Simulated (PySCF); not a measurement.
PySCF input (M06-2X/6-31G* with LANL2DZ past Ar (5d)):

```python
from pyscf import gto, dft

mol = gto.M(
    atom='''
    Ge   -0.17166500    0.01610300    0.25300000
    O    -1.13774700   -1.22265200   -0.40045600
    F     0.02314100    1.44216800   -0.86529800
    F     1.59855400   -0.41262100    0.32170400
    ''',
    basis={'default': '6-31g*', 'Ge': 'lanl2dz'},
    ecp={'Ge': 'lanl2dz'},
    charge=-1,
    spin=1,
    verbose=4,
)

mf = dft.UKS(mol, xc='m062x')
mf.grids.level = 4
mf.conv_tol = 1e-9
mf.max_cycle = 100
mf.max_memory = 1500
mf.kernel()
if not mf.converged:
    mf = mf.newton()
    mf.kernel(mf.make_rdm1())
mo, _, stable, _ = mf.stability(return_status=True)
if not stable:
    mf.kernel(mf.make_rdm1(mo, mf.mo_occ))
    stable = mf.stability(return_status=True)[2]
mf.dip_moment()
```

From the output:

```
  HOMO = -0.0587800839858  LUMO = 0.126623223503  gap/eV = 5.04508
cycle= 5 E= -278.623499031119  delta_E= -0.0039  |g|= 0.0335  |ddm|= 0.0967
  alpha nocc = 16  HOMO = -0.0584569948676794  LUMO = 0.292441887565698
  beta  nocc = 15  HOMO = -0.104862839275517  LUMO = 0.13212367447613
  HOMO = -0.0584569948677  LUMO = 0.132123674476  gap/eV = 5.18596
cycle= 6 E= -278.624310393583  delta_E= -0.000811  |g|= 0.0169  |ddm|= 0.0425
  alpha nocc = 16  HOMO = -0.058194959329672  LUMO = 0.292156832736627
  beta  nocc = 15  HOMO = -0.105075807274611  LUMO = 0.134339974830503
  HOMO = -0.0581949593297  LUMO = 0.134339974831  gap/eV = 5.23914
cycle= 7 E= -278.624630397657  delta_E= -0.00032  |g|= 0.00546  |ddm|= 0.0356
  alpha nocc = 16  HOMO = -0.0583512022664507  LUMO = 0.292153648934182
  beta  nocc = 15  HOMO = -0.1046604884894  LUMO = 0.135019689274447
  HOMO = -0.0583512022665  LUMO = 0.135019689274  gap/eV = 5.26189
cycle= 8 E= -278.624696390534  delta_E= -6.6e-05  |g|= 0.00181  |ddm|= 0.021
  alpha nocc = 16  HOMO = -0.0580310856130843  LUMO = 0.29241561492011
  beta  nocc = 15  HOMO = -0.104041217457718  LUMO = 0.135373590117943
  HOMO = -0.0580310856131  LUMO = 0.135373590118  gap/eV = 5.26281
cycle= 9 E= -278.624706858073  delta_E= -1.05e-05  |g|= 0.000665  |ddm|= 0.00917
  alpha nocc = 16  HOMO = -0.058062297821639  LUMO = 0.292398471053918
  beta  nocc = 15  HOMO = -0.10392564439636  LUMO = 0.135373265151184
  HOMO = -0.0580622978216  LUMO = 0.135373265151  gap/eV = 5.26365
cycle= 10 E= -278.624708080479  delta_E= -1.22e-06  |g|= 0.00026  |ddm|= 0.00286
  alpha nocc = 16  HOMO = -0.0580447950586098  LUMO = 0.292399934176725
  beta  nocc = 15  HOMO = -0.103858817936477  LUMO = 0.135388164771769
  HOMO = -0.0580447950586  LUMO = 0.135388164772  gap/eV = 5.26358
cycle= 11 E= -278.624708265408  delta_E= -1.85e-07  |g|= 0.000155  |ddm|= 0.000972
  alpha nocc = 16  HOMO = -0.0580311458845806  LUMO = 0.292408975044829
  beta  nocc = 15  HOMO = -0.103811608442186  LUMO = 0.13539359485344
  HOMO = -0.0580311458846  LUMO = 0.135393594853  gap/eV = 5.26336
cycle= 12 E= -278.624708307802  delta_E= -4.24e-08  |g|= 6.05e-05  |ddm|= 0.000402
  alpha nocc = 16  HOMO = -0.0580316977395796  LUMO = 0.292407015723576
  beta  nocc = 15  HOMO = -0.103786559391286  LUMO = 0.135398666050609
  HOMO = -0.0580316977396  LUMO = 0.135398666051  gap/eV = 5.26351
cycle= 13 E= -278.624708322072  delta_E= -1.43e-08  |g|= 1.98e-05  |ddm|= 0.000362
  alpha nocc = 16  HOMO = -0.0580318913253741  LUMO = 0.292405861594563
  beta  nocc = 15  HOMO = -0.10378514734428  LUMO = 0.135398546480559
  HOMO = -0.0580318913254  LUMO = 0.135398546481  gap/eV = 5.26351
cycle= 14 E= -278.624708322428  delta_E= -3.56e-10  |g|= 1.33e-05  |ddm|= 3.51e-05
  alpha nocc = 16  HOMO = -0.058031906962043  LUMO = 0.292405610537251
  beta  nocc = 15  HOMO = -0.103787305556892  LUMO = 0.135397763802509
  HOMO = -0.058031906962  LUMO = 0.135397763803  gap/eV = 5.26349
Extra cycle  E= -278.624708322482  delta_E= -5.41e-11  |g|= 1.62e-05  |ddm|= 2.62e-05
converged SCF energy = -278.624708322482  <S^2> = 0.75801197  2S+1 = 2.007996
uhf_internal: lowest eigs of H = [0.14345828 0.1723931  0.29600624]
<class 'pyscf.dft.uks.UKS'> wavefunction is stable in the internal stability analysis

WARN: System has nonzero charge -1; the dipole moment is origin-dependent.
Location of origin: [0. 0. 0.]

Dipole moment(X, Y, Z, Debye):  0.56161,  1.73524,  1.96599
```

The dipole moment of an ion depends on the origin.

The geometry given is a B3LYP-D3(BJ)/def2-TZVP minimum.
